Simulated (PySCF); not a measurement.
## Dipole response of Lu²⁺ (lutetium, charge +2)

[Xe] 4f14 6s1, 2S determinant. Computed with PySCF 2.14 in ANO-RCC-VTZP (8s7p5d3f2g1h, 104 functions), with scalar relativity by spin-free X2C-1e. Coupled (time-dependent) response in atomic units; α is the mean over directions. The basis has no added diffuse functions, which lowers α and C₆.

```csv
method,mean α (bohr³),C₆ (like pair),S(−4)
PBE,32.25,197.3,730.3
```

S(−4) is the Cauchy moment in α(ω) = α(0) + S(−4) ω² + …

α(iu) at PBE:

```csv
u (hartree),α(iu) (bohr³)
0,32.25
0.0500,30.54
0.100,26.46
0.200,17.92
0.300,12.45
0.500,7.402
0.750,4.956
1.00,3.760
1.50,2.510
2.00,1.841
3.00,1.153
5.00,0.6168
```

For an ion, C₆ is the dispersion term alone; charge-induced terms of lower order in 1/R come first.

Spin-orbit coupling, which splits the p, d and f shells strongly at this Z, is absent.
